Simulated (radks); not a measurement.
The hafnium ion Hf2+ inside a hard spherical wall (all orbitals vanish at R), configuration held at [Xe] 4f14 5d2 and not refilled when levels cross. All-electron calculation, scalar-relativistic Kohn-Sham, PBE, spin-polarised, spherical densities, finite nucleus; open shells are filled with parallel spins first (spin-orbit coupling, left out, can overturn this in heavy ions); Fermi nuclear charge, rms radius 5.347 fm. Program: a radial shooting solver on a logarithmic mesh with Libxc functionals. Eigenvalues in eV for spin up, with the zero of energy where the potential of the charges vanishes at infinity; a dash marks a level that is unbound or too diffuse for the functional's potential to be trusted. A positive occupied level is held by the wall or, in an anion where self-interaction has pushed it up, behind a barrier. The pressure on the wall is -dE/dV.

R (bohr),E (hartree),kinetic (hartree),e(5s),e(5p),e(4f),"e(6s, empty)",e(5d),"e(6p, empty)",pressure (GPa)
free,-15075.3743,16512.325,-82.336,-51.070,-31.910,-17.992,-17.332,-12.369,0
15,-15075.3743,16512.325,-82.336,-51.070,-31.910,-17.992,-17.332,-12.369,< 0.0001
10,-15075.3743,16512.325,-82.336,-51.070,-31.910,-17.992,-17.332,-12.364,0.000117
8,-15075.3742,16512.326,-82.327,-51.061,-31.901,-17.978,-17.324,-12.278,0.00747
7,-15075.3736,16512.332,-82.293,-51.029,-31.866,-17.918,-17.292,-12.042,0.0562
4,-15075.2767,16512.868,-80.473,-49.342,-29.906,-12.161,-14.857,-1.640,24.0
3.5,-15075.1394,16513.579,-79.039,-47.966,-28.263,-6.145,-12.483,7.278,82.7
3,-15074.7460,16515.635,-76.130,-44.971,-24.784,6.991,-7.357,25.105,344
1.5,-15042.8597,16641.972,20.169,70.201,63.711,369.07,145.72,429.03,111000
